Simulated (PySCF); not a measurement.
## Worked example: chemical shift, span and skew from a shielding tensor

B(H)(Me)(OMe) (C2H7BO), SMILES O(BC)C. Atoms are numbered in the order given.

```xyz
11

B     -0.4530    -0.5278     0.0000
H     -1.6526    -0.3025     0.0000
C      0.1143    -1.9860     0.0000
H     -0.2629    -2.5377     0.8782
H     -0.2629    -2.5377    -0.8782
H      1.2131    -2.0247     0.0000
O      0.3946     0.5195     0.0000
C     -0.0335     1.8557     0.0000
H      0.3613     2.3676    -0.8915
H      0.3613     2.3676     0.8915
H     -1.1337     1.9316     0.0000
```

Geometry optimised at PBE0-D3(BJ)/def2-SVP. One conformer was computed; it need not be the lowest.

GIAO shieldings from PySCF with PBE/pcSseg-1, non-relativistic, no solvent. The symmetric part of the tensor of C8 has the principal values 76.9, 91.6, 177.7 ppm. The same nucleus in TMS has σ = 182.0 ppm at this level (PySCF, at its B3LYP-D3(BJ)/def2-TZVP geometry).

Question: Work out the isotropic shielding, the ¹³C shift against TMS, the span and the skew.

Answer: 
σ(iso) = (σ11 + σ22 + σ33)/3 = 115.4 ppm. δ = σ(ref) − σ(iso) = 182.0 − (115.4) = 66.6 ppm.
Span Ω = σ33 − σ11 = 100.8 ppm. Skew κ = 3(σ(iso) − σ22)/Ω = 0.71. Tumbling in solution averages the tensor to δ; in a static solid the shielding alone would spread this spin-1/2 line over Ω.
